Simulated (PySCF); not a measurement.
C₃H₇FOSi, SMILES F[Si@H](CC=C)O.

Geometry optimised at ωB97X-D3(BJ)/def2-SVP. The structure was generated by enumeration; whether it is a known compound was not checked. The values are those of a single conformer.

All values below come from SMD-ωB97X/6-31G* run with PySCF.

Solvation free energies are E(SMD) − E(gas) at the gas-phase geometry, for 1 M in both phases. In vacuum the dipole moment is 1.30 D.

```json
[
 {"solvent": "water", "ΔG(solv) (kcal/mol)": "-4.5", "its non-electrostatic (CDS) part": "4.3", "dipole (D)": "1.71"},
 {"solvent": "dimethylsulfoxide", "ΔG(solv) (kcal/mol)": "-5.0", "its non-electrostatic (CDS) part": "0.6", "dipole (D)": "1.70"},
 {"solvent": "cyclohexanone", "ΔG(solv) (kcal/mol)": "-5.3", "its non-electrostatic (CDS) part": "-0.1", "dipole (D)": "1.67"}
]
```
